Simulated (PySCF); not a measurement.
Molecule: SMILES CC[Se]CC#N, C4H7NSe.

Molfile (atoms numbered from 1):
```
C4H7NSe
     RDKit          3D

 13 12  0  0  0  0  0  0  0  0999 V2000
   -1.5488    0.7126   -0.0390 C   0  0  0  0  0  0  0  0  0  0  0  0
   -1.0155   -0.6315    0.4148 C   0  0  0  0  0  0  0  0  0  0  0  0
    0.0819   -1.5794   -0.8980 Se  0  0  0  0  0  2  0  0  0  0  0  0
    1.7597   -0.6106   -0.6112 C   0  0  0  0  0  0  0  0  0  0  0  0
    1.7649    0.7501   -1.1133 C   0  0  0  0  0  0  0  0  0  0  0  0
    1.7520    1.8418   -1.4996 N   0  0  0  0  0  0  0  0  0  0  0  0
   -2.1583    0.6093   -0.9485 H   0  0  0  0  0  0  0  0  0  0  0  0
   -2.1821    1.1528    0.7486 H   0  0  0  0  0  0  0  0  0  0  0  0
   -0.7412    1.4247   -0.2592 H   0  0  0  0  0  0  0  0  0  0  0  0
   -1.8331   -1.3402    0.6206 H   0  0  0  0  0  0  0  0  0  0  0  0
   -0.4230   -0.5574    1.3400 H   0  0  0  0  0  0  0  0  0  0  0  0
    1.9973   -0.6145    0.4632 H   0  0  0  0  0  0  0  0  0  0  0  0
    2.5367   -1.1949   -1.1263 H   0  0  0  0  0  0  0  0  0  0  0  0
  1  2  1  0
  2  3  1  0
  3  4  1  0
  4  5  1  0
  5  6  3  0
  1  7  1  0
  1  8  1  0
  1  9  1  0
  2 10  1  0
  2 11  1  0
  4 12  1  0
  4 13  1  0
M  END
```

Geometry PBE0-D3(BJ)/def2-SVP throughout; GIAO in PySCF 2.14.0 with density-fitted response routines, gas phase, one conformer, non-relativistic; equivalent atoms averaged; functional PBE0.

For orientation, STO-3G gives these absolute shieldings σ: C5 142.5, C2 207.6, C4 214.8, C1 214.9, Se3 2358.8, N6 68.6, H12/H13 30.81, H10/H11 31.26, H7/H8/H9 31.43 ppm.

A run gave: C5 81.9, C2 162.6, C4 179.1, C1 178.7, Se3 1642.6, N6 -8.0, H12/H13 28.82, H10/H11 28.91, H7/H8/H9 29.70 ppm (absolute shieldings σ).

Q: Which basis set was used in that run?
A. 6-31G*
B. def2-TZVP
C. cc-pVDZ
D. def2-SVP

A: C. Se3 tells them apart best: cc-pVDZ gives 1642.6, 6-31G* gives 1651.7, def2-TZVP gives 1550.2, def2-SVP gives 1597.6 ppm.
